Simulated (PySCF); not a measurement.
Write Cartesian coordinates for InChI=1S/C5H6S2/c1-6-5-2-3-7-4-5/h2-4H,1H3 as optimised with PBE0-D3(BJ)/def2-SVP.

```
atom  x, y, z in Å
C1     2.4201   -0.0626   -0.0187
S2     1.2187    1.1983   -0.4640
C3    -0.2926    0.3702   -0.1343
C4    -1.5419    1.0329   -0.3594
C5    -2.6135    0.2428   -0.0501
S6    -2.1297   -1.3034    0.5137
C7    -0.4630   -0.9089    0.3414
H8     2.3109   -0.9597   -0.6464
H9     2.3395   -0.3355    1.0442
H10    3.4097    0.3785   -0.1982
H11   -1.6272    2.0534   -0.7353
H12   -3.6705    0.4943   -0.1262
H13    0.2963   -1.6430    0.6009
```

Orientation and origin are arbitrary. Atoms count from 1 in this order. S6 (thiophene-type sulfur) is bent (angle 91.9°). S2 (sulfide sulfur) is bent (angle 101.4°). The 5-membered ring C3–C4–C5–S6–C7 has internal angles of 91.9° to 112.4°; it is planar, 0.00 Å rms from its mean plane, widest ring torsion 0°. The 4 C–S bonds span 1.715 Å (C5–S6, aromatic) to 1.798 Å (C1–S2, drawn single), a spread of 0.083 Å.

Bonds between heavy atoms (Å): C1–S2 1.798, S2–C3 1.754, C3–C4 1.432, C4–C5 1.367, C5–S6 1.715, S6–C7 1.721, C3–C7 1.375.

Method: PBE0-D3(BJ)/def2-SVP geometry optimisation, gas phase (PySCF 2.14.0).

Point group: Cs (tolerance 0.08 Å). No frequency check. One conformer, not necessarily the lowest (C1–S2–C3–C4 180°).
